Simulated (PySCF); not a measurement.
## F⁺ (fluorine, charge +1) across methods

[He] 2s2 2p4, high-spin 3P determinant. Computed with PySCF 2.14 in aug-cc-pwCVDZ, with no relativity, point nucleus.

| method | E (hartree) | mean ε 2s β (eV) | mean ε 2p α (eV) | mean ε 2p β (eV) | Σ⟨r²⟩ (bohr²) | ⟨S²⟩ |
| --- | --- | --- | --- | --- | --- | --- |
| PBE | -98.9904 | -44.685 | -29.923 | -26.444 | 7.335 | 2.002 |
| r2SCAN | -99.0497 | -45.166 | -30.907 | -27.042 | 7.276 | 2.003 |
| revPBE | -99.0603 | -44.651 | -29.864 | -26.406 | 7.327 | 2.002 |
| PBEsol | -98.6940 | -44.541 | -29.857 | -26.161 | 7.350 | 2.002 |
| MN15 | -99.0121 | -48.264 | -33.584 | -30.053 | 7.284 | 2.001 |
| LDA | -98.4176 | -44.735 | -30.071 | -26.200 | 7.371 | 2.002 |
| M06-L | -99.0816 | -45.245 | -30.963 | -27.168 | 7.263 | 2.004 |
| PBE0 | -99.0038 | -47.507 | -32.810 | -29.014 | 7.290 | 2.002 |

**Question.** Estimate the same row for UHF.

**Answer.** E (hartree) = -98.80195; mean ε 2s β (eV) = -54.466; mean ε 2p α (eV) = -40.710; mean ε 2p β (eV) = -35.568; Σ⟨r²⟩ (bohr²) = 7.232; ⟨S²⟩ = 2.005.
